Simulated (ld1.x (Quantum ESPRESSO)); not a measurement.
**Transferability test, TM potential for palladium (Pd)**

| Quantity | Value |
| --- | --- |
| Element | Pd |
| Generator | ld1.x (Quantum ESPRESSO) 7.5 |
| Type | norm-conserving Troullier–Martins (Kleinman–Bylander form) |
| Functional | BLYP |
| Relativity | scalar-relativistic |
| Frozen core | [Ar] 3d10 4s2 |
| Valence charge | 16 |
| Reference configuration | 4p6 4d10 5s0 5p0 |
| Partial waves | 5s (bound, empty): rc 2.10 bohr; 4p (bound): rc 1.30 bohr; 4d (bound): rc 1.35 bohr |
| Local potential | all-electron potential smoothed inside 1.60 bohr (lloc = -2) |
| Core correction | Bessel-smoothed model core, default radius (core density twice the valence density) |

Energies are relative to the spin-unpolarised reference configuration 4p6 4d10 5s0 5p0; without spin polarisation the order of configurations can differ from experiment. Not all tests gave a result: 1 of 7 tests not solved or not reliable. Left out of the table: 4p6 4d9 5s1 5p0 (solver errors, printed error -3.3 eV). The frozen-core shift is the all-electron ΔE with the core orbitals held at their reference shape minus the fully relaxed ΔE.

| valence configuration | charge | ΔE all-electron (eV) | error AE − PS (meV) | frozen-core shift (meV) |
| --- | --- | --- | --- | --- |
| 4p6 4d8 5s0 5p0 | +2 | 29.824 | -28 | +10 |
| 4p6 4d7 5s0 5p0 | +3 | 64.075 | -95 | +49 |
| 4p6 4d9.5 5s0 5p0 | +0.5 | 3.219 | -0.4 | -0.4 |
| 4p5 4d10 5s0 5p0 | +1 | 57.124 | -73 | +40 |

(1) What are ΔE and the potential's error for 4p6 4d6 5s0 5p0?

(2) What are ΔE and the potential's error for 4p6 4d9 5s0 5p0?

Levels in the configuration 4p6 4d6 5s0 5p0:

```json
{"level": "4p", "all-electron (eV)": "-107.961", "pseudo (eV)": "-108.216"}
{"level": "4d", "all-electron (eV)": "-57.115", "pseudo (eV)": "-57.279"}
```

Note: ghost state, extra bound levels that the all-electron valence spectrum of the same l lacks: s at -4.5 eV. A true bound ghost makes a file unfit for plane-wave use.

Results:

(1) ΔE = 113.284 eV all-electron; the error (AE − PS) is -227 meV.

(2) ΔE = 9.078 eV all-electron; the error (AE − PS) is -3.6 meV.

A variational frozen-core shift is positive and of second order in the change. This column holds negative values, so the frozen-core run of ld1.x carries numerical noise or an error of first order here, and the column gives no more than the rough size of the effect.
